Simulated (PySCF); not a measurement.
PBE on Hg (mercury, neutral), [Xe] 4f14 5d10 6s1 6d1, high-spin 3D determinant (an excited configuration). All numbers are calculated (PySCF 2.14, a scalar-relativistic core potential, in aug-cc-pVTZ-PP with ECP60MDF).

```
cycle= 1 E= -153.208006765362  delta_E= -0.0122  |g|= 0.0612  |ddm|= 0.158
cycle= 2 E= -153.207593914837  delta_E= 0.000413  |g|= 0.0768  |ddm|= 0.0641
cycle= 3 E= -153.209142627551  delta_E= -0.00155  |g|= 0.00243  |ddm|= 0.0339
cycle= 4 E= -153.209144779399  delta_E= -2.15e-06  |g|= 0.0001  |ddm|= 0.00268
cycle= 5 E= -153.209144783954  delta_E= -4.56e-09  |g|= 2.26e-05  |ddm|= 0.000332
cycle= 6 E= -153.209144784261  delta_E= -3.07e-10  |g|= 2.63e-06  |ddm|= 0.000107
converged SCF energy = -153.209144784261  <S^2> = 2.0007104  2S+1 = 3.0004736
```

Highest occupied orbital energy: 0.056 eV; ⟨L²⟩ = 6.00; populations by l: s 3.00, p 6.00, d 11.00, f 0.00.

(1) Can this result be used?

## Answers

(1) Not for this state. Self-consistency was reached. Energies and moments cover only the electrons outside the core potential. Spin-orbit coupling, absent here, splits the open shell strongly. The outer electron is Rydberg-like, and this basis confines it to a smaller radius and binds it less than a complete one would. At PBE the highest occupied level has a positive energy, so only the finite basis holds that electron; for this excited configuration the basis is too tight for the outer shell.
